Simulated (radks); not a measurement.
The numbers below are computed, except where a source is named.
Coherent X-ray form factor from a spherical all-electron density. Level of theory: Dirac Kohn-Sham, relativistic LDA (MacDonald-Vosko exchange, VWN5 correlation), spin-unpolarised, spherical densities, finite nucleus; Fermi nuclear charge, rms radius of each element as measured or else 0.836 A^(1/3) + 0.57 fm (a radial shooting solver on a logarithmic mesh with Libxc functionals).

sin(theta)/lambda (1/angstrom)  f0 (electrons)
0.05                                    29.937
0.1                                     29.751
0.15                                    29.445
0.2                                     29.028
0.25                                    28.510
0.3                                     27.902
0.4                                     26.472
0.5                                     24.845
0.6                                     23.121
0.8                                     19.679
1                                       16.527
1.25                                    13.187
1.5                                     10.558
2                                        7.258

The species is in the configuration that NIST lists as its ground one. Which atom or ion scatters so?

Answer. The tin ion Sn20+, [Ar] 3d10 4s2. Extrapolating in s^2 from the first two rows gives f0(0) = 30.0, near the electron count 30; among species with that count, the fall with angle is slower the higher Z, and the table is that of Z = 50; from so few rows the species is fixed only to a neighbour or two.
